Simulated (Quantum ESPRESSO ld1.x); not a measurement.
Values are calculated unless marked as measured or tabulated.
Task: The aim is neutral tellurium in [Kr] 4d10 5s2 5p4. This ld1.x (Quantum ESPRESSO 7.5) run was made with `OMP_NUM_THREADS=1 ld1.x < ld1.in > ld1.out`. Can the result be used? Name any fault.

```
 &input
    zed=52.0,
    iswitch=1,
    rel=0,
    dft='PBE',
    config='[Kr] 4d10 5s2 5p4',
    verbosity='high',
    dx=0.003,
    prefix='ld1',
    max_out_wfc=37,
    file_charge='ld1.rho',
 /
```

Output (excerpt):

```
     Program LD1 v.7.5 starts

 %%%%%%%%%%%%%%%%%%%%%%%%%%%%%%%%%%%%%%%%%%%%%%%%%%%%%%%%%%%%%%%%%%%%%%%%%%%%%%
     Error in routine do_mesh (1):
     ndmx is too small
 %%%%%%%%%%%%%%%%%%%%%%%%%%%%%%%%%%%%%%%%%%%%%%%%%%%%%%%%%%%%%%%%%%%%%%%%%%%%%%

     stopping ...
```

Result: No (refused). The line at issue: dx=0.003. The program stops in do_mesh with "ndmx is too small": the mesh holds 3500 points at most, so dx, xmin and rmax must fit that. The sound input gives -6613.770 hartree.
